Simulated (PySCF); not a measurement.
PySCF input for disilanylformaldehyde (CH6OSi2), SMILES C([SiH2][SiH3])=O, PBE-D3(BJ)/def2-SVP. Geometry: PBE-D3(BJ)/def2-SVP. One conformer was computed; it need not be the lowest.

```python
import numpy as np
from pyscf import gto, scf, dft, df
from pyscf.hessian import thermo

mol = gto.M(
    atom='''
    O     2.40071561    0.31651522   -0.23598272
    C     1.58296207    0.10101160    0.63831215
    Si   -0.06318471   -0.88853471    0.29792816
    Si   -1.65848790    0.66052149   -0.47865478
    H     1.73822438    0.50982780    1.69044045
    H    -0.54978931   -1.52584734    1.57479891
    H     0.20733309   -1.93819246   -0.74306710
    H    -2.96937838   -0.02208172   -0.76359590
    H    -1.14888595    1.30833476   -1.73661505
    H    -1.87758474    1.72195251    0.56620046
    ''',
    basis='def2-SVP',
    charge=0,
    spin=0,
    max_memory=1600,
    verbose=3,
)
mf = dft.RKS(mol, xc='pbe').density_fit(auxbasis='def2-universal-jkfit')
mf.disp = 'd3bj'
mf.grids.level = 3
mf.conv_tol = 1e-11
mf.max_cycle = 100
mf.kernel()

# [left out here: the lines that compute and print the analytic Hessian (its translational invariance restored by hand, since the grid's response is missing), thermochemistry and intensities]
```

It prints:

```
converged SCF energy = -695.182836474518

WARN: DFTD3 does not support analytical Hessian, using finite difference


WARN: Mole.unit (angstrom) is changed to Bohr

Mode                                 0                   1                   2
Irrep
Freq [cm^-1]                       42.7575             90.5768            122.9394
Reduced mass [au]                   4.5635              1.1313              2.4000
Force const [Dyne/A]                0.0049              0.0055              0.0214
Char temp [K]                      61.5186            130.3198            176.8825
Normal mode                   x     y     z       x     y     z       x     y     z
       0   O                -0.13  0.11 -0.06    0.02 -0.04 -0.03    0.03  0.02  0.01
       1   C                 0.01 -0.07  0.02    0.03 -0.00 -0.00    0.11 -0.11  0.05
       2  Si                -0.01 -0.04  0.05    0.00  0.03  0.02    0.00  0.07  0.00
       3  Si                 0.07  0.01 -0.02   -0.02 -0.01 -0.00   -0.07 -0.01 -0.02
       4   H                 0.17 -0.26  0.07    0.07  0.00 -0.01    0.28 -0.40  0.13
       5   H                -0.05 -0.02  0.04   -0.00  0.03  0.02   -0.01  0.04 -0.02
       6   H                -0.03 -0.05  0.05    0.00  0.03  0.03   -0.04  0.06 -0.01
       7   H                 0.07  0.05 -0.13    0.16 -0.14 -0.50   -0.04 -0.13  0.12
       8   H                 0.18  0.02  0.03    0.20  0.36  0.28   -0.19 -0.10 -0.12
       9   H                 0.02 -0.00 -0.02   -0.45 -0.29  0.19   -0.08  0.07 -0.11
Mode                                 3                   4                   5
Irrep
Freq [cm^-1]                      274.7277            351.4487            409.2556
Reduced mass [au]                   2.4866              1.1281              4.1334
Force const [Dyne/A]                0.1106              0.0821              0.4079
Char temp [K]                     395.2721            505.6565            588.8277
Normal mode                   x     y     z       x     y     z       x     y     z
       0   O                 0.12  0.09  0.03   -0.04 -0.02 -0.00    0.00 -0.00 -0.01
       1   C                 0.02 -0.03 -0.09   -0.01 -0.01  0.03    0.04  0.02  0.03
       2  Si                -0.05 -0.04  0.01    0.02  0.02 -0.03    0.06 -0.08  0.04
       3  Si                -0.01  0.01 -0.00    0.02 -0.01 -0.01   -0.09  0.07 -0.05
       4   H                -0.11 -0.11 -0.04    0.02 -0.01  0.03    0.07  0.06  0.00
       5   H                 0.09  0.26  0.21   -0.26  0.39  0.06    0.05 -0.12  0.02
       6   H                -0.28 -0.28  0.19    0.14 -0.29  0.31    0.23 -0.08  0.08
       7   H                -0.04  0.08 -0.07   -0.02 -0.03  0.20   -0.18  0.25 -0.06
       8   H                 0.05  0.05  0.04   -0.35  0.32  0.01   -0.04  0.12  0.00
       9   H                 0.02 -0.04  0.05    0.18 -0.27  0.29    0.06  0.02  0.04
Mode                                 6                   7                   8
Irrep
Freq [cm^-1]                      452.1345            518.0267            611.9009
Reduced mass [au]                   1.3012              1.9091              1.4352
Force const [Dyne/A]                0.1567              0.3018              0.3166
Char temp [K]                     650.5209            745.3251            880.3891
Normal mode                   x     y     z       x     y     z       x     y     z
       0   O                 0.01 -0.01 -0.00    0.06  0.03 -0.03    0.00  0.00  0.02
       1   C                 0.02  0.03  0.01    0.09  0.05  0.01   -0.07 -0.05 -0.06
       2  Si                -0.04  0.04 -0.01   -0.08 -0.03  0.03    0.01  0.03  0.05
       3  Si                -0.01 -0.06  0.00    0.02 -0.01 -0.02    0.01 -0.00 -0.05
       4   H                 0.15 -0.12  0.05    0.12  0.15 -0.04   -0.13 -0.13 -0.02
       5   H                 0.10 -0.04 -0.00   -0.38 -0.29 -0.21    0.44 -0.23  0.08
       6   H                 0.23  0.04  0.05    0.08  0.17 -0.13   -0.09  0.25 -0.20
       7   H                -0.26  0.50 -0.14    0.02 -0.08  0.15   -0.04  0.01  0.18
       8   H                 0.31 -0.03  0.15   -0.22  0.16 -0.02   -0.24  0.27  0.00
       9   H                 0.40 -0.10  0.14    0.04 -0.13  0.12    0.16 -0.23  0.22
Mode                                 9                  10                  11
Irrep
Freq [cm^-1]                      672.1697            727.5300            814.5793
Reduced mass [au]                   1.1715              1.6853              1.1604
Force const [Dyne/A]                0.3119              0.5256              0.4537
Char temp [K]                     967.1025           1046.7538           1171.9983
Normal mode                   x     y     z       x     y     z       x     y     z
       0   O                -0.02  0.01 -0.00    0.03  0.03  0.01    0.01 -0.01  0.01
       1   C                 0.03 -0.02  0.03   -0.07 -0.10 -0.10   -0.04  0.05 -0.02
       2  Si                 0.05  0.01  0.01    0.03  0.03  0.04    0.00 -0.02  0.01
       3  Si                -0.01 -0.03 -0.01   -0.01 -0.00  0.01    0.04 -0.03  0.02
       4   H                -0.12  0.19 -0.04   -0.22 -0.07 -0.10    0.12 -0.26  0.07
       5   H                -0.36  0.08 -0.11   -0.52 -0.01 -0.19   -0.05  0.14  0.06
       6   H                -0.69  0.07 -0.24    0.40  0.12  0.04    0.05  0.11 -0.10
       7   H                -0.14  0.25 -0.06   -0.02  0.04 -0.03   -0.17  0.41 -0.15
       8   H                 0.04  0.09  0.07    0.11 -0.05  0.03   -0.43  0.24 -0.05
       9   H                 0.14 -0.01  0.02    0.01  0.05 -0.04   -0.35  0.21 -0.29
Mode                                12                  13                  14
Irrep
Freq [cm^-1]                      863.0356            881.3720            900.1222
Reduced mass [au]                   1.4168              1.1116              1.0324
Force const [Dyne/A]                0.6217              0.5088              0.4928
Char temp [K]                    1241.7161           1268.0980           1295.0755
Normal mode                   x     y     z       x     y     z       x     y     z
       0   O                -0.02  0.03 -0.01   -0.01  0.01 -0.01    0.00  0.00  0.00
       1   C                 0.06 -0.12  0.03    0.04 -0.06  0.03   -0.00 -0.00 -0.00
       2  Si                -0.02  0.03 -0.01   -0.02 -0.02 -0.00    0.00  0.00  0.01
       3  Si                 0.02 -0.02  0.01    0.00  0.01 -0.00   -0.01  0.01  0.03
       4   H                -0.28  0.47 -0.15   -0.11  0.25 -0.06   -0.00 -0.01 -0.00
       5   H                 0.21 -0.22 -0.05    0.05  0.52  0.28    0.00 -0.06 -0.02
       6   H                 0.11 -0.16  0.22    0.23  0.40 -0.35   -0.02 -0.00  0.01
       7   H                -0.08  0.20 -0.07   -0.04  0.09 -0.03    0.20 -0.08 -0.69
       8   H                -0.19  0.17  0.01   -0.02 -0.21 -0.12   -0.41 -0.19 -0.25
       9   H                -0.13  0.13 -0.17   -0.10 -0.17  0.15    0.41  0.01  0.10
Mode                                15                  16                  17
Irrep
Freq [cm^-1]                      904.3550           1333.2016           1733.8714
Reduced mass [au]                   1.0422              1.1926             11.6796
Force const [Dyne/A]                0.5022              1.2490             20.6877
Char temp [K]                    1301.1654           1918.1803           2494.6549
Normal mode                   x     y     z       x     y     z       x     y     z
       0   O                 0.00 -0.00  0.00   -0.01  0.01  0.06    0.11  0.03 -0.11
       1   C                -0.01  0.01 -0.01   -0.07 -0.05 -0.04   -0.15 -0.04  0.15
       2  Si                 0.01  0.01  0.00    0.00 -0.00 -0.00   -0.00 -0.00 -0.00
       3  Si                 0.02  0.02 -0.00   -0.00 -0.00  0.00    0.00 -0.00  0.00
       4   H                 0.00 -0.05  0.01    0.77  0.34 -0.33    0.06  0.05  0.06
       5   H                -0.04 -0.20 -0.13    0.01  0.02 -0.00    0.01  0.00  0.00
       6   H                -0.11 -0.16  0.14   -0.04 -0.01 -0.00   -0.02  0.01  0.01
       7   H                -0.14  0.30  0.03   -0.01  0.01 -0.00   -0.00  0.01 -0.00
       8   H                -0.08 -0.47 -0.28   -0.00  0.00  0.00   -0.01  0.00  0.01
       9   H                -0.42 -0.39  0.31   -0.00  0.00 -0.00   -0.00 -0.00 -0.01
Mode                                18                  19                  20
Irrep
Freq [cm^-1]                     2141.4250           2153.4670           2166.7064
Reduced mass [au]                   1.0339              1.0203              1.0504
Force const [Dyne/A]                2.7934              2.7879              2.9054
Char temp [K]                    3081.0338           3098.3596           3117.4082
Normal mode                   x     y     z       x     y     z       x     y     z
       0   O                 0.00  0.00 -0.00   -0.00 -0.00  0.00   -0.00 -0.00  0.00
       1   C                -0.00 -0.00  0.00    0.00  0.00 -0.00    0.00  0.00 -0.00
       2  Si                 0.01  0.02 -0.02   -0.00 -0.00  0.01    0.00 -0.01 -0.01
       3  Si                -0.01  0.00  0.00   -0.02  0.01 -0.00    0.01  0.02  0.02
       4   H                 0.00 -0.00 -0.01   -0.00  0.00  0.01   -0.00 -0.00 -0.00
       5   H                -0.30 -0.38  0.78    0.06  0.09 -0.17   -0.04 -0.06  0.10
       6   H                 0.05 -0.19 -0.20   -0.01  0.03  0.03   -0.07  0.25  0.25
       7   H                 0.15  0.09  0.03    0.54  0.29  0.12   -0.50 -0.25 -0.10
       8   H                -0.01 -0.01  0.02   -0.16 -0.18  0.36    0.05  0.06 -0.09
       9   H                 0.01 -0.09 -0.09    0.08 -0.42 -0.42    0.11 -0.49 -0.48
Mode                                21                  22                  23
Irrep
Freq [cm^-1]                     2173.1208           2178.5682           2705.0878
Reduced mass [au]                   1.0487              1.0506              1.0823
Force const [Dyne/A]                2.9178              2.9380              4.6660
Char temp [K]                    3126.6370           3134.4746           3892.0191
Normal mode                   x     y     z       x     y     z       x     y     z
       0   O                -0.00  0.00  0.00   -0.00 -0.00  0.00    0.00  0.00 -0.00
       1   C                 0.00  0.00 -0.00    0.00  0.00 -0.00   -0.01 -0.03 -0.07
       2  Si                 0.00 -0.01 -0.02    0.01 -0.01 -0.02    0.00  0.00 -0.00
       3  Si                -0.02 -0.02  0.01    0.01  0.00 -0.03    0.00 -0.00 -0.00
       4   H                -0.00 -0.00 -0.00   -0.00 -0.00 -0.01    0.14  0.35  0.88
       5   H                -0.03 -0.05  0.09   -0.08 -0.11  0.20   -0.01 -0.01  0.01
       6   H                -0.11  0.41  0.41   -0.12  0.44  0.44   -0.00  0.00  0.00
       7   H                 0.41  0.21  0.10   -0.06 -0.03 -0.02   -0.00  0.00 -0.00
       8   H                 0.20  0.26 -0.51   -0.21 -0.27  0.52    0.00  0.00 -0.00
       9   H                -0.01  0.03  0.04   -0.04  0.23  0.22   -0.00  0.00  0.00
temperature 298.1500 [K]
pressure 101325.00 [Pa]
Rotational constants [GHz] 7.80450 2.13575 1.83398
Symmetry number 1
Zero-point energy (ZPE) 0.05746 [Eh]   150863.335 [J/mol]
                           tot       elec      trans        rot        vib
Entropy [J/mol/K]       355.288      0.000    164.898    111.944     78.446
Cv [J/mol/K]            103.348      0.000     12.472     12.472     78.404
Cp [J/mol/K]            111.662      0.000     20.786     12.472     78.404
Internal energy [J/mol]                      3718.434   3718.434 162874.851
Internal energy [Eh]   -695.11797  -695.18284
Enthalpy [J/mol]                             6197.391   3718.434 162874.851
Enthalpy [Eh]          -695.11702
Gibbs free energy [J/mol]                  -42966.831 -29657.795 139486.180
Gibbs free energy [Eh] -695.15737
mode   freq/cm-1   IR/(km/mol)
   1       42.76         4.725
   2       90.58         0.684
   3      122.94         1.083
   4      274.73        12.050
   5      351.45        12.884
   6      409.26         0.073
   7      452.13         2.664
   8      518.03        12.134
   9      611.90        16.687
  10      672.17        81.974
  11      727.53        15.903
  12      814.58       272.370
  13      863.04         2.584
  14      881.37        15.290
  15      900.12        29.832
  16      904.35        58.586
  17     1333.20        22.314
  18     1733.87       161.333
  19     2141.43        65.895
  20     2153.47        46.910
  21     2166.71        33.963
  22     2173.12        54.615
  23     2178.57       114.834
  24     2705.09       191.254
max |gradient| / (hartree/bohr): 6.336232717168961e-05
APT charges: [-0.5418  0.5392  0.5147  0.648  -0.1053 -0.2234 -0.1991 -0.2187 -0.2036
 -0.21  ]
```

The run converged.
